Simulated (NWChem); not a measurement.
System: PbHSCl, singlet; SMILES [SH][Pb][Cl]

```xyz
4

Pb     0.5037    -0.0123     0.0012
Cl    -1.1030     1.9109    -0.0011
S     -1.2844    -1.8627     0.0019
H     -0.3283    -2.8385     0.0020
```
Atoms are numbered in this order, from 1.

Level: PBE-D3(BJ)/def2-SVP with def2 effective core potentials on Pb (NWChem), optimised geometry, unscaled harmonic frequencies. Low-valent species are run as closed-shell singlets; no triplet was tried in these runs. def2 effective core potentials on Pb; no spin-orbit coupling.

| frequency (cm⁻¹) | IR intensity (km/mol) |
|---|---|
| 87 | 1.2 |
| 288 | 12.2 |
| 295 | 33.0 |
| 314 | 35.6 |
| 589 | 9.9 |
| 2598 | 3.5 |

```json
{
 "zero_point_energy": "6.0 kcal/mol",
 "thermal correction to the enthalpy at 298.15 K (with zero-point energy)": "9.7 kcal/mol",
 "heat capacity Cv": "14.0 cal/(mol K)",
 "entropy at 298.15 K and 1 atm (symmetry number 1)": "79.1 cal/(mol K)"
}
```

Rigid rotor and harmonic oscillator; modes under 100 cm⁻¹ make the entropy uncertain.
